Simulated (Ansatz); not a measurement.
Molecule: sum formula Si4H9Cl, net charge 0, singlet state. 
Structure (B3LYP-D3(BJ)/def2-TZVP (Ansatz, a program for electronic structure) minimum search):
```xyz
14

Si    -2.2998     0.6329    -1.0620
Si    -1.2449    -1.3807    -0.4903
Si     0.0847    -1.0368     1.4106
Si     1.3501     0.8995     1.0505
Cl     2.1503     0.7802    -0.8671
H     -3.1613     0.4704    -2.2578
H     -3.1390     1.0919     0.0722
H     -1.2757     1.6671    -1.3396
H     -0.3803    -1.8353    -1.6065
H     -2.2583    -2.4328    -0.2202
H     -0.7682    -0.8261     2.6093
H      0.9903    -2.1843     1.6681
H      2.4778     1.0693     1.9934
H      0.4975     2.1084     1.0974
```

Quantity: atomisation energy (electronic, to ground-state atoms); the coupled-cluster value holds the core correlation from cc-pwCVTZ, in eV. Cores are frozen in the correlated levels unless marked. Open shells are spin-unrestricted. No spin-orbit coupling. No relativistic terms. CBS(X,Y): correlation extrapolated as X^-3; Hartree-Fock from the larger set.

Level to compare with: CCSD(T)/CBS(cc-pV(T+d)Z,cc-pV(Q+d)Z) plus the core term (Ansatz), 42.46 eV. It is a level with limits of its own, and the differences hold the functionals' basis error too.

Q: Rank these functionals by how close they come to CCSD(T)/CBS(cc-pV(T+d)Z,cc-pV(Q+d)Z), closest first: BHLYP/def2-TZVPD (Ansatz); r2SCAN0/def2-TZVPD (Ansatz); SVWN5/def2-TZVPD (Ansatz).

A: r2SCAN0/def2-TZVPD (hybrid meta-GGA, 41.99 eV, difference -0.47), BHLYP/def2-TZVPD (global hybrid, 41.31 eV, difference -1.15), SVWN5/def2-TZVPD (LDA, 46.38 eV, difference 3.92)
